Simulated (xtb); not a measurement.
A run for xtb: GFN-FF on AsH3 (SMILES [AsH3]).

```
$ xtb mol.xyz --gfnff --sp --chrg 0 --uhf 0
4

As     0.37495410    -0.17239571     2.68248411
H     -0.74710526    -0.56229442     3.61428149
H      0.84764340     1.06376583     3.40895728
H      1.42331354    -1.13762316     3.18106561
```

The log:

```
[...]
           -------------------------------------------------
          |                Calculation Setup                |
           -------------------------------------------------



          ==================== Thresholds ====================
          CN  :   150.00000
          rep :   500.00000
          disp:  2500.00000
          HB1 :   250.00000
          HB2 :   450.00000

          Pauling EN used:
          Z : 1  EN :  2.20
          Z :33  EN :  2.18
          electric field strengths (au): 0.000

           -------------------------------------------------
          |           Force Field Initialization            |
           -------------------------------------------------

          distances ...
          ----------------------------------------
          generating topology and atomic info file ...
          pair mat ...
          computing topology distances matrix with Floyd-Warshall algo ...
          making topology EEQ charges ...
          #fragments for EEQ constrain: 1
          ----------------------------------------
          generating topology and atomic info file ...
          pair mat ...
          computing topology distances matrix with Floyd-Warshall algo ...
          making topology EEQ charges ...
          #fragments for EEQ constrain: 1
          rings ...
          # BATM   0
          # H in HB   3

  atom   neighbors  erfCN metchar sp-hybrid imet pi  qest     coordinates
    1  As      3    2.77   0.00         3    0    0   0.037    0.708561   -0.325781    5.069160
    2  H       1    0.97   0.00         0    0    0  -0.012   -1.411824   -1.062582    6.830002
    3  H       1    0.97   0.00         0    0    0  -0.012    1.601814    2.010226    6.441996
    4  H       1    0.97   0.00         0    0    0  -0.012    2.689673   -2.149796    6.011343

          #atoms :   4
          #bonds :   3
          #angl  :   3
          #tors  :   0
          #nmol  :   1
          #optfrag :   1
           -------------------------------------------------
          |                   G F N - F F                   |
          |          A general generic force-field          |
          |                  Version 1.0.3                  |
           -------------------------------------------------
          Number of HB bonds (bound hydrogen)     0
          Number of HB bonds (unbound hydrogen)   0
          Number of XB bonds                      0

 E+G (total)                   0 d,  0 h,  0 min,  0.000 sec
 distance/D3 list               ...        0 min,  0.000 sec (  1.067%)
 non bonded repulsion           ...        0 min,  0.000 sec ( 18.662%)
 dCN                            ...        0 min,  0.000 sec (  3.437%)
 EEQ energy and q               ...        0 min,  0.000 sec ( 16.130%)
 D3                             ...        0 min,  0.000 sec ( 13.738%)
 EEQ gradient                   ...        0 min,  0.000 sec (  4.966%)
 bonds                          ...        0 min,  0.000 sec (  8.555%)
 bend and torsion               ...        0 min,  0.000 sec (  6.303%)
 bonded ATM                     ...        0 min,  0.000 sec (  0.571%)
 HB/XB (incl list setup)        ...        0 min,  0.000 sec ( 10.980%)

         :::::::::::::::::::::::::::::::::::::::::::::::::::::
         ::                     SUMMARY                     ::
         :::::::::::::::::::::::::::::::::::::::::::::::::::::
         :: total energy              -0.255622870531 Eh    ::
         :: gradient norm              0.034696614417 Eh/a0 ::
         ::.................................................::
         :: bond energy               -0.277715421052 Eh    ::
         :: angle energy               0.012185656065 Eh    ::
Note: The following floating-point exceptions are signalling: IEEE_UNDERFLOW_FLAG IEEE_DENORMAL
normal termination of xtb
         :: torsion energy             0.000000000000 Eh    ::
         :: repulsion energy           0.010975885821 Eh    ::
         :: electrostat energy        -0.000332890198 Eh    ::
         :: dispersion energy         -0.000736101167 Eh    ::
         :: HB energy                  0.000000000000 Eh    ::
         :: XB energy                  0.000000000000 Eh    ::
         :: bonded atm energy          0.000000000000 Eh    ::
         :: external energy            0.000000000000 Eh    ::
         :: add. restraining           0.000000000000 Eh    ::
         :: total charge              -0.000000000000 e     ::
         :::::::::::::::::::::::::::::::::::::::::::::::::::::

           -------------------------------------------------
          |                Property Printout                |
           -------------------------------------------------

molecular dipole:
                 x           y           z       tot (Debye)
 q only:       -0.013       0.004      -0.068       0.176

           -------------------------------------------------
          | TOTAL ENERGY               -0.255622870531 Eh   |
          | GRADIENT NORM               0.034696614417 Eh/α |
           -------------------------------------------------
########################################################################
[WARNING] Runtime exception occurred
-1- gfnff_setup: Could not read topology file.
########################################################################

------------------------------------------------------------------------
------------------------------------------------------------------------
 total:
 SCF:
```

The run finished.

Cost: roughly 0.020 core-seconds.
